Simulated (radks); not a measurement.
Polarisability of the boron ion B3+, [He], at imaginary frequency. Method: non-relativistic Kohn-Sham, LDA (Slater exchange, VWN5 correlation), spin-polarised, spherical densities, point nucleus; computed with a radial shooting solver on a logarithmic mesh with Libxc functionals. Response by self-consistent Sternheimer equations with the Hartree and adiabatic LDA kernel.

w (hartree)  alpha1(iw) (bohr^3)  alpha2(iw) (bohr^5)
0.00266                  0.02094             0.003898
0.0143                   0.02094             0.003898
0.0360                   0.02094             0.003897
0.0697                   0.02094             0.003897
0.118                    0.02093             0.003897
0.186                    0.02093             0.003896
0.280                    0.02091             0.003895
0.413                    0.02088             0.003891
0.605                    0.02082             0.003884
0.892                    0.02069             0.003869
1.35                     0.02039             0.003833
2.12                     0.01964             0.003742
3.59                     0.01763             0.003486
6.94                     0.01253             0.002735
17.5                    0.004352             0.001138

Static values: alpha1 = 0.02094 bohr^3 (0.003103 angstrom^3; uncoupled 0.02185), alpha2 = 0.003898 bohr^5, alpha3 = 0.001828 bohr^7. C6 = 0.002840, C8 = 0.002962, triple-dipole C9 = 0.00004380 atomic units. One-pole (London) frequency 4 C6 / (3 alpha1^2) = 8.637 hartree, against 8.421 for minus the highest occupied eigenvalue. The dipole shielding factor is 0.400, as the force sum rule N/Z = 0.400 demands.
